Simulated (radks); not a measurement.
All-electron atom: Ar in [Ne] 3s2 3p5 5p1 (not the ground configuration).

Method: scalar-relativistic Kohn-Sham, PBE, spin-unpolarised, spherical densities, point nucleus; computed with a radial shooting solver on a logarithmic mesh with Libxc functionals.

Energy parts (eV):
| part | energy |
|---|---|
| total | -14386.440 |
| kinetic | 14462.238 |
| electron-nucleus | -34150.675 |
| Hartree | 6130.534 |
| exchange-correlation | -828.537 |

Orbitals (lengths in bohr, moments of r in powers of bohr; r(max) is where P^2 peaks):
orbital,occ.,eigenvalue (eV),r(max)
1s,2,-3132.192,0.05606
2s,2,-308.5369,0.3385
2p,6,-241.4669,0.2808
3s,2,-34.3645,1.164
3p,5,-19.7948,1.262
5p,1,-0.8290,14.56

The highest occupied level is 5p at -0.829 eV. Summed over all electrons, <r^2> = 253.2 bohr^2, which gives a Langevin (diamagnetic) susceptibility term of -201 x 10^-6 cm^3/mol.
